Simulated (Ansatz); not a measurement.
Cost and result for the atomization energy of `OC1([SiH3])[SiH2]S1` (11 atoms, 11 bonds).

```xyz
11

O     1.437    0.961    0.585
C     0.377    0.130    0.256
Si    0.479   -0.460   -1.525
Si   -1.269    0.186    1.122
S     0.097   -1.364    1.413
H     1.348    1.264    1.495
H     0.589    0.711   -2.436
H    -0.774   -1.200   -1.817
H     1.655   -1.346   -1.712
H    -1.394    1.196    2.200
H    -2.546   -0.078    0.420
```

Total charge 0; spin multiplicity 1. The geometry is a stationary point of PBE0-D4/def2-TZVP. It is one conformer, not always the lowest. Program: Ansatz. All runs use 4 threads of an Arm Neoverse N1 on a shared host. Times are those of one run each, without the atoms' runs, and a repeat can differ threefold. Electronic energies, without spin–orbit coupling; frozen cores. CCSD(T)/CBS adds CCSD(T) − MP2 in def2-TZVPP to the MP2 limit, and its time is that of the two runs behind it. T1 = 0.014. B3LYP takes the VWN-RPA correlation (the form of Gaussian; ORCA's B3LYP/G).

CCSD(T)/CBS is a level of theory with its own doubt, some kJ/mol a heavy atom from the limit and from the frozen cores, so smaller differences don't rank the functionals.

| level | functions | wall time | atomization (kJ/mol) | difference from CCSD(T)/CBS | per bond |
| --- | --- | --- | --- | --- | --- |
| PBE-D4/def2-TZVPP (with forces) | 272 | 5.5 s | 3668.8 | 46.5 | 4.2 |
| PBE0-D4/def2-TZVPP | 272 | 7.5 s | 3604.4 | -17.9 | -1.6 |
| B3LYP-D4/def2-TZVPP (with forces) | 272 | 11 s | 3598.1 | -24.2 | -2.2 |
| r2SCAN-D4/def2-TZVPP (with forces) | 272 | 12 s | 3633.2 | 10.9 | 1.0 |
| B2PLYP/def2-TZVPP | 272 | 13 s | 3551.1 | -71.2 | -6.5 |
| ωB97X-V/def2-TZVPP | 272 | 18 s | 3643.0 | 20.7 | 1.9 |
| ωB97M-V/def2-TZVPP (with forces) | 272 | 26 s | 3631.4 | 9.1 | 0.8 |
| MP2/def2-QZVPP | 504 | 47 s | 3629.7 | 7.4 | 0.7 |
| CCSD(T)/def2-TZVPP | 272 | 5.2 min | 3504.5 | -117.8 | -10.7 |
| CCSD(T)/CBS(def2) | – | 5.9 min | 3622.3 | 0.0 | 0.0 |

From PBE to PBE0 (25 % exact exchange), in def2-TZVPP and without D4, the atomization energy moves by −59.7 kJ/mol: exact exchange takes away binding that semilocal exchange gives to molecules. In def2-TZVPP, CCSD(T) changes the Hartree–Fock value by +973.3 kJ/mol (the triples alone add +66.8 kJ/mol) and MP2 by +1028.6 kJ/mol; breaking electron pairs costs correlation energy, which Hartree–Fock lacks. The D4 term adds +51.8 kJ/mol with B3LYP and +27.0 kJ/mol with PBE0; it sums over pairs of atoms, weighted by their polarisabilities, and B3LYP, whose exchange is more repulsive, gets the larger term.
